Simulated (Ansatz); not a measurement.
The cluster Cu₆Si⁺, relaxed as a doublet with UKS PBE-D4/def2-SVP in Ansatz, starting from the GFN1-xTB geometry. Force threshold 0.03 eV/Å.

The structure comes from a short search, and lower isomers may exist.

Start:

Cartesian coordinates in Å:
```
Si 0.839 0.965 -1.387
Cu -0.143 -2.463 0.855
Cu -0.598 -0.078 1.293
Cu -1.416 1.296 -0.641
Cu 0.487 2.042 0.719
Cu 1.501 -0.783 0.197
Cu -0.670 -0.978 -1.035
```

Q: Estimate the energy that the relaxation releases and the steps that it takes.

A: 28.3 kJ/mol, in 4 steps; 80 s on 4 threads of Intel Xeon on a shared host. No frequencies were taken in this run, so the end may be a saddle point.

Q: Does the start keep its bonding and symmetry?

A: By distances, no bond broke or formed. The bond that changes most is Cu5–Cu6, from 3.05 to 2.56 Å (atoms count from 1). The end is the same structure that another start reached, the lowest one found.

Q: Predict the relaxed structure.

A: 
| atom | x (Å) | y (Å) | z (Å) |
| --- | --- | --- | --- |
| Si1 | 0.680 | 0.889 | -1.348 |
| Cu2 | -0.064 | -2.389 | 0.875 |
| Cu3 | -0.719 | -0.093 | 1.160 |
| Cu4 | -1.439 | 1.368 | -0.633 |
| Cu5 | 0.701 | 1.822 | 0.740 |
| Cu6 | 1.471 | -0.580 | 0.274 |
| Cu7 | -0.629 | -1.016 | -1.069 |
Bond lengths (bridged metal pairs left out): 11 × Cu–Cu 2.40 to 2.58 Å; 4 × Cu–Si 2.29 to 2.33 Å.
